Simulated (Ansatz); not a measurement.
Mulliken charges of CH4ClNSi2 (`N#C[SiH2][SiH2]Cl`) from ωB97M-V/def2-TZVPP in Ansatz (PBE0-D4/def2-TZVP geometry).

```
atom   x (Å)   y (Å)   z (Å)  charge (e)
  N1   2.183  -1.866   1.265      -0.023
  C2   1.722  -0.990   0.674      -0.221
 Si3   0.897   0.381  -0.252       0.170
 Si4  -1.412   0.046  -0.050       0.239
 Cl5  -2.336   1.570  -1.079      -0.202
  H6   1.330   1.656   0.367       0.017
  H7   1.350   0.298  -1.660       0.017
  H8  -1.813  -1.248  -0.651       0.001
  H9  -1.832   0.106   1.370       0.001
```

Task: By hand: the dipole of these point charges (1 e Å = 4.8032 D).

Result: Σ q r = (-0.102, 0.052, -0.036) e Å, of length 0.120 e Å = 0.58 D.

Task: How does the dipole of the full density compare? (Estimate.)

Result: The calculation gave: (-0.270, 0.358, -0.243) e Å, 2.45 D; the point charges give 0.24 times that, at 26° from its direction.

Point charges leave out the atoms' own dipoles, such as those of lone pairs, and Mulliken's split depends on the basis, so the two needn't agree.
